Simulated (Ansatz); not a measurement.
CH6AsNO (`CN[AsH]O`) at its PBE0-D4/def2-TZVP geometry, where that method's forces vanish. Total charge 0; spin multiplicity 1.

```xyz
10

C     0.2795    0.9252    0.8764
N     0.6134   -0.4629    0.6240
As   -0.3995   -1.4968   -0.4797
O    -0.7167   -0.4240   -1.9070
H     0.3872    1.5718   -0.0019
H     0.9079    1.3193    1.6797
H    -0.7601    0.9867    1.2072
H     1.6020   -0.6109    0.4800
H    -1.7057   -1.0607    0.1759
H    -0.2079   -0.7477   -2.6546
```

(1) What forces (eV/Å) does ωB97M-V/def2-TZVPP give on these atoms in Ansatz 0.2.0? (Best estimate.)

Answers

(1) The calculation gave: 
```
C1  -0.072  0.298  0.058
N2   0.100 -0.219 -0.098
As3 -0.129 -0.001  0.086
O4   0.062 -0.010 -0.020
H5  -0.009 -0.060  0.072
H6  -0.058 -0.024 -0.071
H7   0.077 -0.003 -0.024
H8  -0.039  0.012  0.021
H9   0.104 -0.032 -0.049
H10 -0.034  0.039  0.025
```
